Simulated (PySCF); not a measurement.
Ga(H)(SeH)2 (GaH3Se2), SMILES [SeH][GaH][SeH]. Atoms are numbered in the order given.

```xyz
6

Ga     0.0000     0.0000    -0.7982
H      0.0000     0.0000    -2.3601
Se     0.0000    -2.0408     0.3492
H      0.0000    -1.4061     1.6815
Se     0.0000     2.0408     0.3492
H      0.0000     1.4061     1.6815
```
Charge 0, spin multiplicity 1.

Geometry: B3LYP-D3(BJ)/def2-SVP. The structure was generated by enumeration; whether it is a known compound was not checked. One conformer was computed; it need not be the lowest.

Two levels are set side by side: PBE/pcSseg-1 (PySCF) and B3LYP/pcSseg-1 (PySCF). GIAO shifts against Me2Se (⁷⁷Se), TMS (¹H) at the same level; non-relativistic, no solvent, atoms listed together averaged. Differences are taken from unrounded values.

```csv
quantity,PBE
δ(¹H) of H2 (ppm),6.96
"δ(⁷⁷Se) of Se3, Se5 (ppm)",-110.1
"δ(¹H) of H4, H6 (ppm)",1.81
```

Q: These are the PBE values. What does B3LYP give? (Estimate from the structure and the level; the computed values follow.)

A: 
| quantity | B3LYP | PBE minus B3LYP |
|---|---|---|
| δ(¹H) of H2 (ppm) | 6.76 | 0.20 |
| δ(⁷⁷Se) of Se3, Se5 (ppm) | -124.3 | 14.2 |
| δ(¹H) of H4, H6 (ppm) | 1.58 | 0.23 |

Rough cost on one machine, each run with all the roots and properties that it gave: B3LYP against PBE within a factor of 2.
